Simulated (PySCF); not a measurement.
# Ti⁺: ionisation energy

Ti⁺ [Ar] 3d2 4s1 (4F) → Ti²⁺ [Ar] 3d2 (3F), as a difference of total energies. Computed with PySCF 2.14 in def2-QZVPPD (11s6p5d3f2g, 93 functions), with no relativity, point nucleus. Correlated levels: valence: [Ar] frozen. The calculations carry no spin-orbit coupling.

| method | ionisation energy (eV) |
| --- | --- |
| UHF | 12.850 |
| MP2 (valence) | 13.032 |
| SCS-MP2 (valence) | 12.911 |
| CCSD (valence) | 13.085 |
| CCSD(T) (valence) | 13.087 |

How much does correlation contribute at CCSD(T) (valence)?

13.087 − (12.850) = 0.237 eV, measured against UHF.

These non-relativistic numbers lack the scalar-relativistic shift.

The reference lies between the lowest fine-structure levels, while these numbers refer to the centres of the terms.

Errors of the correlated levels include the incompleteness of this basis and the frozen core.

For comparison: 13.575 eV (measured; NIST Atomic Spectra Database, ionization energies).
